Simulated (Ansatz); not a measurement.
Coupled-cluster run, `C=CN([SiH2]Cl)[SiH2]Cl`.

```yaml
crystal:
  periodic: [false, false, false]
  atoms:
    - {symbol: C, position_ang: [-0.766694, 2.054657, -0.385664]}
    - {symbol: C, position_ang: [0.225607, 1.171026, -0.463811]}
    - {symbol: N, position_ang: [0.164274, -0.187686, -0.114610]}
    - {symbol: Si, position_ang: [1.604811, -1.138611, -0.269110]}
    - {symbol: Cl, position_ang: [2.601067, -1.326201, 1.517644]}
    - {symbol: Si, position_ang: [-1.321412, -0.737520, 0.606985]}
    - {symbol: Cl, position_ang: [-1.065997, -2.696282, 1.147294]}
    - {symbol: H, position_ang: [-1.762845, 1.811024, -0.032184]}
    - {symbol: H, position_ang: [-0.595220, 3.077799, -0.689136]}
    - {symbol: H, position_ang: [1.193954, 1.494029, -0.836739]}
    - {symbol: H, position_ang: [2.492511, -0.399295, -1.192257]}
    - {symbol: H, position_ang: [1.297183, -2.497253, -0.747788]}
    - {symbol: H, position_ang: [-1.631691, 0.044130, 1.823175]}
    - {symbol: H, position_ang: [-2.435547, -0.669828, -0.363809]}
basis:
  gaussian: {orbitals: def2-TZVPP}
correlation: {method: ccsd_t}
```

```sh
$ ansatz run in.yaml --threads 2 --pin off --events-out ev --progress --plain --max-ram 32768MiB --backend cuda --devices 0, --max-vram 18GiB
```

Log, shortened:

```
Functional definition: HF
2098 factors; integrals over basis functions are off by at most 8.9e-4 eV
mean field evaluation 1: about -44386.8468 eV, gradient 3.9e1 eV
mean field evaluation 2: about -44387.3130 eV, gradient 3.9e1 eV
mean field evaluation 4: about -44391.5672 eV, gradient 4.8e0 eV
mean field evaluation 8: about -44391.6494 eV, gradient 4.0e-1 eV
mean field evaluation 16: about -44391.6501 eV, gradient 2.0e-6 eV
mean field -44391.65009856 eV, -1631.3630513808 hartree, gradient 2.0e-6 eV, S^2 0.000000; 0 other end points of the search recorded, 0 dependent functions left out
23 core orbitals not correlated: weight in the atoms' cores, before any rotation towards them, 1.000 or more for the frozen orbitals, at most 0.000 for the correlated occupied ones
reference -44391.65009856 eV, -1631.3630513808 hartree; 21, 21 occupied and 315, 315 virtual orbitals, 2098 factors
second order -31.31224660 eV of doubles, -0.00000000 eV of singles
cycle   1  -32.40355279 eV  change    -1.1e0 eV  update   1.2e-1
cycle   2  -33.21155741 eV  change   -8.1e-1 eV  update   3.5e-2
cycle   3  -33.36466854 eV  change   -1.5e-1 eV  update   1.7e-2
cycle   4  -33.35015911 eV  change    1.5e-2 eV  update   4.1e-3
cycle   5  -33.34896683 eV  change    1.2e-3 eV  update   1.8e-3
cycle   6  -33.34961441 eV  change   -6.5e-4 eV  update   5.1e-4
cycle   7  -33.34941163 eV  change    2.0e-4 eV  update   1.6e-4
cycle   8  -33.34943268 eV  change   -2.1e-5 eV  update   6.7e-5
cycle   9  -33.34945506 eV  change   -2.2e-5 eV  update   2.5e-5
perturbative correction -1.46610531 eV, -0.0538783763 hartree
Total energy: -44426.46565893 eV, -1632.6424996256 hartree
```

Run time 11 s (2 threads of an AMD EPYC 7R13 on a shared host and a share of an NVIDIA H100 80 GB); peak host memory 0.85 GiB.

Correlation energy per correlated electron: -0.829 eV. T1 diagnostic: 0.0109.
